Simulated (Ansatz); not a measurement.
C3H6O, SMILES C=C(C)O.

Geometry: PBE0-D3(BJ)/def2-SVP. Other conformers were not sampled.

Two levels are set side by side: PBE/def2-SVPD (Ansatz, a quantum-chemistry and plane-wave program) and PBE0/def2-SVPD (Ansatz). Energy differences of separate SCF runs at the same geometry; the states with an electron removed or added have multiplicity 2 and 2. Differences are taken from unrounded values.

| quantity | PBE0 | PBE | PBE minus PBE0 |
|---|---|---|---|
| vertical ionisation energy (eV) | 8.89 | 8.85 | -0.04 |
| vertical singlet–triplet gap (eV) | 4.23 | 4.33 | 0.10 |
